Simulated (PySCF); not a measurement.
## Removing the step error of a finite difference

System: C₃H₇FSi (SMILES C=C[SiH](C)F), singlet, at a GFN2-xTB geometry. Level: PBE/6-31G, polarisability (PySCF). Sums are taken with unrounded values, so a last digit can differ.

Second differences of the energy in a field along z gave a polarisability along z of 50.276 bohr³ at step 0.005 and 50.537 bohr³ at step 0.05 (atomic units).

Task: Extrapolate to zero step.

Result: The leading error of a symmetric difference goes as h², so A(h) = A0 + c h². Then c = (50.537 - (50.276))/(0.05² - 0.005²) = 105 (atomic units) and A0 = 50.276 - c × 0.005² = 50.274 bohr³. The analytic value from the same program and level is 50.274 bohr³: the smaller step missed it by 0.003, the extrapolation by 0.000.
